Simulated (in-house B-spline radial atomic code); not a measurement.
Ionising Ar4+ with different functionals

Computed with a radial B-spline atomic code at the basis-set limit: scalar-relativistic (spin-free X2C) Hamiltonian, Fermi nucleus of rms radius 3.4274 fm, spin-polarised at highest spin, spherical fractional occupations for the functionals, and exact exchange of hybrids averaged over the configuration. The ionisation energy is the difference of two self-consistent energies, [Ne] 3s2 3p2 → [Ne] 3s2 3p1, without Breit or QED terms; ε is the level of the shell that loses the electron (its least bound occupied spin orbital).

```json
{"method": "PBE0", "rung": "global hybrid", "ΔSCF (eV)": "74.89", "-ε(3p) (eV)": "69.03"}
{"method": "B3LYP", "rung": "global hybrid", "ΔSCF (eV)": "74.89", "-ε(3p) (eV)": "68.55"}
{"method": "TPSSh", "rung": "global hybrid", "ΔSCF (eV)": "75.00", "-ε(3p) (eV)": "67.95"}
{"method": "BHandHLYP", "rung": "global hybrid", "ΔSCF (eV)": "?", "-ε(3p) (eV)": "?"}
{"method": "r2SCAN0", "rung": "global hybrid", "ΔSCF (eV)": "75.05", "-ε(3p) (eV)": "69.35"}
{"method": "B97-1", "rung": "global hybrid", "ΔSCF (eV)": "74.79", "-ε(3p) (eV)": "68.57"}
{"method": "HSE06", "rung": "range-separated hybrid", "ΔSCF (eV)": "74.87", "-ε(3p) (eV)": "68.60"}
{"method": "wB97X", "rung": "range-separated hybrid", "ΔSCF (eV)": "?", "-ε(3p) (eV)": "?"}
{"method": "CAM-B3LYP", "rung": "range-separated hybrid", "ΔSCF (eV)": "74.86", "-ε(3p) (eV)": "70.48"}
{"method": "LC-wPBE", "rung": "range-separated hybrid", "ΔSCF (eV)": "75.05", "-ε(3p) (eV)": "72.18"}
```

(1) What does wB97X give?

(2) What does BHandHLYP give?

(3) Among the functionals, which spreads more, the ΔSCF values or the orbital energies?

(4) How do they compare with the NIST value?

## Answers

(1) ΔSCF 74.78 eV, and -ε(3p) = 71.61 eV.

(2) ΔSCF 74.71 eV, and -ε(3p) = 70.89 eV.

(3) The orbital energies: ΔSCF values span about 0.34 eV and the orbital energies 4.24 eV; here energy differences depend much less on the functional than eigenvalues do.

(4) NIST lists 74.8 eV ± 0.17 (semi-empirical, ground level to ground level). Errors run from -0.13 to +0.21 eV; all lie within about twice that uncertainty, so the table can't rank the methods.
